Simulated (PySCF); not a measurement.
Method: PBE-D3(BJ)/def2-TZVP // PBE0-D3(BJ)/def2-TZVP (PySCF). All species are isolated molecules in the gas phase. 

Reference species (SMILES): `[Cl][Ga][Br]` (neutral, multiplicity 2).

```
Quantity       Result
-------------  ------
dipole moment  1.45 D
```

Changed species: `[Cl][Ga][Cl]` (radical fragment; the reference has radical fragment).

### Question
Give the shifts of the dipole moment.

### Answer
the dipole moment goes up by 0.10 D, to 1.55 D.
